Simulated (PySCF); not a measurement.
Input of a response calculation (the driver script's job line, then coordinates in Å):

```
{"job": {"kind": "uv", "xc": "CAM-B3LYP", "basis": "def2-SVPD", "nstates": 8, "ntriplets": 3}, "charge": 0, "multiplicity": 1}
C      2.300737     0.069660    -0.066507
C      0.957296     0.005771    -0.028902
C      0.237141    -1.250210    -0.063027
C     -1.099326    -1.314525    -0.028758
C     -1.952202    -0.123966     0.049315
O     -3.164670    -0.170833     0.081276
C     -1.204690     1.150888     0.085349
F     -1.933475     2.271065     0.157848
C      0.140114     1.201780     0.048498
F      0.786562     2.378134     0.082669
H      2.820795     1.011891    -0.041422
H      2.898718    -0.822902    -0.123233
H      0.834325    -2.148577    -0.119143
H     -1.622001    -2.258649    -0.056127
```

The program printed, after the SCF cycles:

```
converged SCF energy = -543.4131552448

Static polarisability (au): isotropic 92.896, principal 48.413 78.744 151.531

Singlet excitations
state   eV       nm        f      main configurations
  1   3.5089    353.3   0.00001   H-1->L 0.92
  2   4.1945    295.6   0.05139   H-2->L 0.74, H->L 0.26
  3   4.7624    260.3   0.57079   H->L 0.70, H-2->L 0.26
  4   6.2813    197.4   0.03470   H->L+1 0.95
  5   6.5595    189.0   0.00037   H-1->L+1 0.77, H-4->L 0.13
  6   6.6815    185.6   0.00016   H->L+2 0.55, H->L+3 0.15, H-4->L 0.10
  7   6.7760    183.0   0.00057   H-4->L 0.67, H-1->L+1 0.17
  8   7.0693    175.4   0.00019   H-5->L 0.81

Triplet excitations (Tamm-Dancoff, eV): 2.3129 3.0545 3.2321
```

Computed with PySCF, TDDFT CAM-B3LYP/def2-SVPD, vertical, gas phase, core orbitals frozen in the response. Isolated species at its GFN2-xTB geometry, gas phase.

Does any listed singlet fall in the visible range?

No computed singlet lies in the visible range (380 to 750 nm); the lowest, at 353 nm, stands 0.25 eV above its violet end (3.26 eV); a Tamm–Dancoff triplet lies at 536 nm, without intensity as long as spin–orbit coupling is left out.

How many basis functions and electrons does this run hold?

241 basis functions for 72 electrons in 36 doubly occupied orbitals.

How much of the mean polarisability do the listed states account for?

The sum over states Σ f/ΔE² (ΔE in hartree) gives 21.47 au, 23% of the total; the rest comes from higher roots of the same response equations.

What is the total energy of state 4 at this geometry?

-543.41316 + 0.23083 = -543.18233 hartree.

What is the gap between the lowest singlet and the lowest triplet?

3.5089 − 2.3129 = 1.1960 eV (full response against Tamm–Dancoff).

Which species is it?

`C=C1C=CC(=O)C(F)=C1F` (C7H4F2O), point group Cs.

H and L stand for HOMO and LUMO.
